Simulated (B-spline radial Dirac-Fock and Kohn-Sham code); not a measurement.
**Core-hole lifetimes of Te⁺**

System: the Te⁺ ion, [Kr] 4d10 5s2 5p3, inside a Watson sphere of charge -1 and radius 1.8 Å (a model of the Madelung potential; inside it an electron's potential energy is raised by 8.0 eV).

Level of theory: a relativistic independent-particle model: LDA orbitals of the hole state, radiative multipoles to third order, Auger rates from the Coulomb interaction with a continuum orbital, Dirac-Fock energies; a radial atomic solver.

Partial widths are in eV. Coster-Kronig decay leaves a hole in the same principal shell; its rates are the weakest part of the model, often 1.5 to 2.5 times too large and more for N holes. Holes without an open Auger channel, or with an unreliable SCF state, are not listed.

```csv
hole,radiative,Auger,Coster-Kronig,total,fluorescence yield,lifetime (fs)
K,8.46,1.20,0,9.66,0.876,0.0682
L1,0.137,1.43,1.67,3.23,0.0423,0.204
L2,0.226,2.15,0.491,2.87,0.0789,0.230
L3,0.215,2.42,0,2.63,0.0816,0.250
M1,0.00333,0.431,10.6,11.0,0.000302,0.0596
M2,0.00341,0.474,4.10,4.58,0.000744,0.144
M3,0.00334,0.497,4.87,5.37,0.000621,0.122
M4,0.000212,0.567,0,0.567,0.000374,1.16
M5,0.000183,0.577,0,0.578,0.000317,1.14
N1,8.63e-05,0.0330,4.20,4.23,2.04e-05,0.156
N3,0.000206,0.0198,39.0,39.0,5.28e-06,0.0169
N4,2.39e-06,0.104,0,0.104,2.29e-05,6.30
N5,2.14e-06,0.0805,0,0.0805,2.66e-05,8.18
```

Values without a named source are computed, but for edge energies of neutral atoms, which are taken from tables.
